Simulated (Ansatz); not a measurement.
Si₈P⁻, 9 atoms. Hardware: 4 threads of Intel Xeon on a shared host.

Correlated methods freeze 45 core orbitals.

(1) How many basis functions does each of these Ansatz runs have, and roughly what does it cost? HF/STO-3G, charge -1 singlet, energy; r2SCAN-D4/def2-TZVPD, charge -1 singlet, energy, from earlier orbitals; r2SCAN0-D4/def2-TZVPD, charge -1 singlet, energy, from earlier orbitals; r2SCAN-D4/def2-SVPD, charge -1 singlet, relaxation, 17 steps; RPA@PBE/def2-SVPD, charge -1 singlet, energy, from earlier orbitals; PBE0-D4/def2-TZVPD, charge -1 singlet, energy, from earlier orbitals; PBE-D4/def2-TZVPD, charge -1 singlet, energy and forces, from earlier orbitals; CCSD(T)/def2-SVPD, charge -1 singlet, energy, from earlier orbitals; B3LYP-D4/def2-TZVPD, charge -1 singlet, energy, from earlier orbitals; PBE-QIDH/def2-TZVPD, charge -1 singlet, energy, from earlier orbitals.

Answers

(1) Other jobs shared the machine, so times can vary by a factor of up to 3. A dash marks memory too small to be measured apart from the calling script's.

| run | functions | fitting or Cholesky vectors | wall time | peak host memory (GiB) |
| --- | --- | --- | --- | --- |
| HF/STO-3G, charge -1 singlet, energy | 81 | 897 | 0.7 s | – |
| RPA@PBE/def2-SVPD, charge -1 singlet, energy, from earlier orbitals | 216 | 2055 | 6.5 s | 0.73 |
| PBE-D4/def2-TZVPD, charge -1 singlet, energy and forces, from earlier orbitals | 387 | 2475 | 9.5 s | 1.3 |
| r2SCAN-D4/def2-TZVPD, charge -1 singlet, energy, from earlier orbitals | 387 | 2475 | 14 s | 1.3 |
| PBE0-D4/def2-TZVPD, charge -1 singlet, energy, from earlier orbitals | 387 | 2363 | 19 s | 2.2 |
| B3LYP-D4/def2-TZVPD, charge -1 singlet, energy, from earlier orbitals | 387 | 2590 | 20 s | 2.4 |
| r2SCAN0-D4/def2-TZVPD, charge -1 singlet, energy, from earlier orbitals | 387 | 2363 | 25 s | 2.3 |
| PBE-QIDH/def2-TZVPD, charge -1 singlet, energy, from earlier orbitals | 387 | 2363 | 27 s | 2.3 |
| CCSD(T)/def2-SVPD, charge -1 singlet, energy, from earlier orbitals | 216 | 2055 | 53 s | 2.6 |
| r2SCAN-D4/def2-SVPD, charge -1 singlet, relaxation, 17 steps | 216 | 2057 | 88 s | – |
